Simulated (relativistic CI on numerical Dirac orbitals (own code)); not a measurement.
## What each ingredient does to the levels of Pm XVII

Base calculation: Dirac-Coulomb-Breit CI, KLI orbitals optimised for each configuration, model QED, unscaled Slater integrals.

Configuration list (outside the closed core [Ar] 3d10): 4s2 4p6 4d9, 4s2 4p5 4d10, 4s2 4p6 4d8 4f, 4s 4p6 4d10, 4s2 4p6 4d8 5s, 4s2 4p5 4d9 4f, 4s2 4p6 4d8 5p, 4s 4p6 4d9 4f, 4s2 4p6 4d7 4f 5s, 4s2 4p6 4d8 5d, 4s2 4p6 4d7 5s 5p, 4s2 4p5 4d9 5s, 4s2 4p6 4d8 5f, 4s2 4p6 4d8 6s, 4s2 4p6 4d7 5s2, 4s2 4p6 4d6 4f 5s2, 4s2 4p5 4d7 4f 5s2, 4s2 4p6 4d6 5s2 5p. Double excitations out of closed p, d and f shells are left out; levels of such configurations are missing from the list, as are those of other unlisted configurations, and high levels can miss mixing partners.

The lowest level and the first level of each name with at least 55 % of one term (blank where a level has no safe partner in the second run):

```tsv
Level	Base (cm⁻¹)	Shift (cm⁻¹)
4s2 4p6 4d9 2D_5/2	0	0
4s2 4p6 4d9 2D_3/2	40267	-40267
4s2 4p5 4d10 2P°_3/2	919320	-50592
4s2 4p6 4d8 4f 4F°_7/2	1005653	-8842
4s2 4p6 4d8 4f 4F°_9/2	1012002	-15191
4s2 4p6 4d8 4f 2P°_1/2	1019006	
4s2 4p6 4d8 4f 4I°_15/2	1026184	-2426
4s2 4p6 4d8 4f 4D°_7/2	1026661	-17921
4s2 4p6 4d8 4f 4F°_3/2	1031350	
4s2 4p6 4d8 4f 4D°_1/2	1042414	
4s2 4p6 4d8 4f 4P°_1/2	1058248	
4s2 4p6 4d8 4f 4G°_7/2	1059167	
4s2 4p6 4d8 4f 2P°_3/2	1059358	
4s2 4p6 4d8 4f 2S°_1/2	1060964	-20013
```

At this charge energies of transitions that change n are usually good to better than 1 %, and those within a shell (Δn = 0) to a few per cent.

(1) One thing was changed in a second run, which moved the levels as shown. Which?
A. Breit term removed
B. non-relativistic limit
C. QED terms removed
D. configuration mixing switched off

## Answers

(1) B. Non-relativistic limit. Without relativity the fine structure collapses and s electrons lose their extra binding.

LS names give the leading component of a level, which can be under half, so a name can repeat, a term be missing and a line seem to break the LS rules.
